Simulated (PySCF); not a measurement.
**Excitation energy of Ne²⁺ by level of theory**

Ne²⁺ [He] 2s2 2p4 (3P) → Ne²⁺ [He] 2s1 2p4 3d1 (high-spin determinant), as a difference of total energies. Calculation: PySCF 2.14, in aug-cc-pwCVDZ; no relativity, point nucleus. Correlated levels: valence: 1s2 frozen; valence and next inner shell: nothing frozen. The calculations carry no spin-orbit coupling.

| method | excitation energy (cm⁻¹) |
| --- | --- |
| UHF | 669770 |
| PBE | 661920 |
| PBE0 | 666560 |
| wB97M-V | 670340 |
| TPSS | 666500 |
| M06-2X | 674440 |
| PW91 | 662640 |
| MP2 (valence) | 676630 |
| SCS-MP2 (valence) | 677400 |
| MP2 (valence and next inner shell) | 676540 |
| SCS-MP2 (valence and next inner shell) | 677310 |

Question: Estimate what r2SCAN gives.

Answer: 664260 cm⁻¹, closest to PW91 among the rows shown.

Question: Estimate what LDA gives.

Answer: 663510 cm⁻¹, closest to PW91 among the rows shown.

The upper state lies above the first ionisation limit, where it may autoionise and the basis confines it. A Rydberg-like electron needs more diffuse functions than a valence basis has.

The promoted electron is Rydberg-like, and one or two diffuse shells describe it only roughly, which tends to raise the upper state.

In the upper state the promoted electron has a positive orbital energy at LDA, PBE, PBE0, r2SCAN, TPSS, M06-2X, PW91, so the basis confines it.

The determinant of the upper state mixes LS terms, which raises its energy above the lowest term, most at the Hartree-Fock and MP2 levels.
